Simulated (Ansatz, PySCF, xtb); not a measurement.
Pair of molecules: N2 (SMILES N#N) (first 2 atoms) with GeH4 (SMILES [GeH4]); geometry from B3LYP-D3(BJ)/def2-TZVP, rigid monomers moved along the line of their centres of mass till N1···Ge3 is 4.14 Å.
(charge 0, multiplicity 1):
```xyz
7

N     -0.440     0.512     0.142
N     -0.115     1.190    -0.649
Ge     0.162    -0.500     4.114
H      1.386     0.108     3.414
H      0.495    -0.753     5.593
H     -0.209    -1.827     3.438
H     -1.020     0.476     4.017
```

Monomers are frozen at their geometry in the pair; levels with a basis set take the counterpoise correction. Rows marked so take none.

Frozen-core correlation. Filled d and f shells under p-block atoms count as core. CBS(a, b) extrapolates the correlation energy as X⁻³ and adds the Hartree–Fock energy of set b. Rows in 6-31G* carry no dispersion term and start afresh at each structure (6-31G* with six Cartesian d functions); the Pople sets are all-electron and without relativity. MP2/6-31G* freezes PySCF's default core, which leaves 3d correlated.

Codes used: Ansatz (a quantum-chemistry and plane-wave program); PySCF for 6-31G* rows, the dispersion terms; xtb for the GFN methods. Each number belongs to the level named beside it.

```
level                                  interaction energy (kcal/mol)
-------------------------------------  -----------------------------
GFN1-xTB                                                       -4.63
PBE-D3(BJ)/def2-TZVPPD                                         -0.57
PBE-D4/def2-TZVPPD                                             -0.43
M06-2X/6-31G* (no counterpoise)                                -0.72
MP2/6-31G* (no counterpoise)                                   -0.73
MP2/aug-cc-pVDZ                                                -0.42
CCSD/aug-cc-pVDZ                                                   …
CCSD(T)/aug-cc-pVTZ                                            -0.41
CCSD(T)/CBS(aug-cc-pVDZ, aug-cc-pVTZ)                          -0.42
```

Question: Some entries are withheld; supply them.

Answer: 
- CCSD/aug-cc-pVDZ, interaction energy (kcal/mol): -0.33
